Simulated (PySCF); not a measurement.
thionyl fluoride (F2OS), SMILES O=S(F)F.

Geometry optimised at PBE0-D3(BJ)/def2-TZVP.

Method: PBE/def2-TZVPD (PySCF).

Isolated molecule, no solvent.

Q: Estimate the frontier levels, gap, dipole moment and polarisability. (The exact figures need the calculation; the answer reports its results.)

A: 
* **highest occupied level**: -8.23 eV
* **lowest empty level**: -2.33 eV
* **orbital gap**: 5.89 eV
* **dipole moment**: 1.47 D
* **quadrupole, principal values (traceless, Buckingham form, about the centre of nuclear charge)**: -2.75, 0.64, 2.11 D·Å
* **mean static polarisability**: 27.9 bohr³ (4.13 Å³)
* **polarisability, principal values**: 24.3, 27.9, 31.4 bohr³
